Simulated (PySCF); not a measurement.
Dipole moment and polarisability of `CC(=O)N[SiH2]N(C)C`

Compound: C4H12N2OSi.
Structure used (PBE0-D3(BJ)/def2-SVP), in Å, numbered top down from 1:
```xyz
20
C4H12N2OSi angstrom
C      3.0665   -0.1708   -0.4931
C      1.8202   -0.1981   -1.3443
O      1.8499   -0.2501   -2.5620
N      0.6188   -0.1667   -0.6985
Si    -0.8501   -0.2145   -1.7084
N     -2.2433   -0.1771   -0.6837
C     -2.8021    1.0539   -0.1878
C     -2.7948   -1.3653   -0.0862
H      3.0814    0.7241    0.1479
H      3.1030   -1.0537    0.1640
H      3.9462   -0.1679   -1.1464
H      0.5974   -0.1270    0.3136
H     -0.8817    0.9953   -2.5726
H     -0.8687   -1.4922   -2.4688
H     -3.9012    1.0750   -0.3162
H     -2.5996    1.2142    0.8911
H     -2.3900    1.9160   -0.7336
H     -3.8940   -1.4031   -0.2108
H     -2.3786   -2.2678   -0.5592
H     -2.5906   -1.4342    1.0021
```

Level: CAM-B3LYP/def2-SVPD (PySCF), static field, nuclei fixed, core orbitals frozen in the response. The polarisability tensor in these axes (au):

```
x   110.41  -0.34  -6.33
y    -0.34  82.55   0.31
z    -6.33   0.31  90.85
```

Question: Diagonalise the tensor; give its mean and Δα, where Δα² is half the sum of the squared differences of the eigenvalues.

Answer: Principal values 82.53, 88.98 and 112.28 au; mean 94.60 au = 14.02 Å³ = 15.60 × 10⁻⁴⁰ C²·m²/J; Δα = 27.11 au (29 % of the mean).

Question: What is the dipole moment, and where does it point?

Answer: (-0.97, 0.16, 4.13) D, 4.25 D in size, pointing from the negative to the positive side. Measured along this direction, the outermost atoms are O3 at the negative end and H20 and H16 at the positive end.

Question: Orientational against electronic polarisability at 400 K (dilute gas, rigid molecules)?

Answer: In Gaussian units μ²/3kT = 108.84 Å³ against 14.02 Å³, a ratio of 7.76; the Debye molar polarisation (4π/3)N_A(α + μ²/3kT) is 309.9 cm³/mol, leaving out the vibrational part.

Question: Sum over states: ᾱ = Σ f/ω², ω in Eh. What share falls to these 6 lowest TDDFT singlets (eV, f)? 5.63, 0.0006; 5.88, 0.0105; 6.66, 0.0567; 6.83, 0.0003; 6.98, 0.0590; 7.07, 0.0016.

Answer: They add up to 2.11 au, 2.2 % of the 94.60 au; the largest single term is 0.95 au, from the state at 6.66 eV. Terms in order: 0.01, 0.23, 0.95, 0.00, 0.90, 0.02 au. Higher excitations give the rest. The strengths listed sum to 0.129.

Question: Traceless (Buckingham) quadrupole moment about the centre of nuclear charge: eigenvalues?

Answer: -12.34, 1.79, 10.55 D·Å. The values depend on the origin, since the dipole doesn't vanish. The electronic extent ⟨r²⟩ about the same centre is 1652 bohr², a root-mean-square distance of 2.53 Å for the 72 electrons.

Question: Along which axes do the principal values lie, and how far do the nuclei extend along each?

Answer: Largest value along (0.96, -0.01, -0.28), where the nuclei span 7.78 Å; middle along (0.28, 0.03, 0.96), 3.72 Å; least along (0.00, 1.00, -0.03), 4.19 Å. The strongest response lies along the longest span, while the other two are in reverse order.

Question: What would n − 1 = 2πNα be for an ideal gas of these molecules at 350 K and 1 atm, electronic part alone?

Answer: N = p/kT = 2.0968 × 10¹⁹ cm⁻³, so n − 1 = 2π × N × 14.02 × 10⁻²⁴ cm³ = 1847 × 10⁻⁶ at long wavelengths, for an ideal gas.

The structure is a single PBE0-D3(BJ)/def2-SVP conformer in the gas phase; no vibrational or solvent corrections.
